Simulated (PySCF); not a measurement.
Working out the ionisation energy of K

K [Ar] 4s1 (2S) → K⁺ [Ar] (1S). Computed with PySCF 2.14 in x2c-QZVPPall with one added diffuse shell each of s, p, d, f type (12s8p5d4f, 89 functions), with the spin-free X2C one-electron Hamiltonian (Gaussian nucleus). Frozen: [Ne]. Energies in hartree (1 hartree = 27.21139 eV):

```csv
part,K (lower),K⁺ (upper)
UHF,-601.464017,-601.316197
CCSD correlation,-0.219472,-0.209469
(T),-0.006655,-0.005892
```

Question: What does Hartree-Fock give?

Answer: (-601.316197) − (-601.464017) = 0.147820 hartree = 4.022 eV.

Question: What do CCSD and CCSD(T) give?

Answer: The CCSD correlation energies differ by 0.010003 hartree = 0.272 eV and the triples by 0.000763 hartree = 0.021 eV, so CCSD gives 4.294 eV and CCSD(T) 4.315 eV.

Measured between the centres of the two terms (NIST): 4.341 eV, so CCSD(T) (valence and next inner shell) is off by -0.026 eV.

What remains against the reference includes basis incompleteness, the frozen core and higher excitations.
